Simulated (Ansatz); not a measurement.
Pulling on the Si3–H4 bond in H4MgSi (SMILES [MgH][SiH3]) (multiplicity 1 held, fragments rigid). Energies count from the point at 1.491 Å.
Geometry at that point (charge 0, multiplicity 1):
```xyz
6

Mg    -1.27393    -0.69924    -0.17849
H     -2.75464    -1.51198    -0.38596
Si     0.97177     0.53339     0.13616
H      1.61306     0.24974     1.45236
H      0.83766     2.01691     0.06363
H      1.98630     0.16876    -0.89431
```

Restricted levels (R-, RO-) in cc, def2 and unpolarised 6-31G sets keep to the state of the molecule at rest. U- levels take the lowest unrestricted solution at each point, which mixes spins at long bonds. Active spaces are followed from a long bond inwards. Curves can end on different states.

Cores are frozen in the correlated methods.

The values were computed with Ansatz (Gaussian basis) for Hartree–Fock, density functionals and correlated methods. Each number belongs to the level named beside it.

Problem. Estimate the energy at R = 4.772 Å that FIC-MRCISD+Q on CASSCF(2,2)/def2-TZVPP returns for this input.

Solution. 87.3 kcal/mol

Problem. What energy at R = 4.772 Å does R-SCS-MP2/def2-TZVPP give?

Solution. 116.5 kcal/mol

Problem. What energy at R = 4.772 Å does U-PBE/def2-TZVPP give?

Solution. 83.9 kcal/mol

Doubts at one or more of the structures used: a spin-contaminated determinant (U-PBE/def2-TZVPP); a restricted determinant that unrestricted orbitals would lower (R-SCS-MP2/def2-TZVPP).

Ansatz is a program for electronic structure.
